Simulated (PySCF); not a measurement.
# Computed properties of trimethylarsine (C3H9As), SMILES C[As](C)C

trimethylarsine (C3H9As), SMILES C[As](C)C. Coordinates come from a PBE0-D3(BJ)/def2-SVP optimisation. The values are those of a single conformer. All values are computed for the isolated molecule unless a solvent is named; none is compared with measurement here.

**Structure.** The optimised structure has C3v symmetry. All 33 harmonic modes at PBE0-D3(BJ)/def2-SVP (PySCF) are real, so it is a minimum. With heavy atoms numbered as in [CH3:1][As:2]([CH3:3])[CH3:4], the shortest bond between them is As2–C3 at 1.966 Å and the longest As2–C4 at 1.966 Å.

**Vibrations.** The strongest infrared lines (harmonic, unscaled, degenerate partners summed) lie at 905 cm⁻¹ (37 km/mol, H 74 %, C 22 %), 603 cm⁻¹ (36 km/mol, C 65 %, As 18 %, H 18 %), 900 cm⁻¹ (36 km/mol, H 76 %, C 23 %). The softest mode is at 154 cm⁻¹ and the zero-point energy is 69.5 kcal/mol.

**Electronic structure.** M06-2X/def2-TZVP (PySCF) places the frontier levels at -7.54 and 1.76 eV, a gap of 9.30 eV, and gives a dipole moment of 0.93 D and a mean polarisability of 69.2 bohr³.

**Excitations.** TDDFT-CAM-B3LYP/def2-SVPD (PySCF) has S1 at 6.47 eV (192 nm, f = 0.002, weak); the most intense of the 9 singlets computed lies at 7.26 eV (f = 0.30). Strengths of degenerate partners are summed. T1 (TDA) is at 5.43 eV. No vertical singlet excitation falls in the visible range (under 3.1 eV).

**NMR.** GIAO shifts at PBE0/pcSseg-1 (PySCF) (non-relativistic, atoms alike by connectivity averaged): ¹³C at 18.0 ppm against TMS; ¹H at 1.1 ppm against TMS.
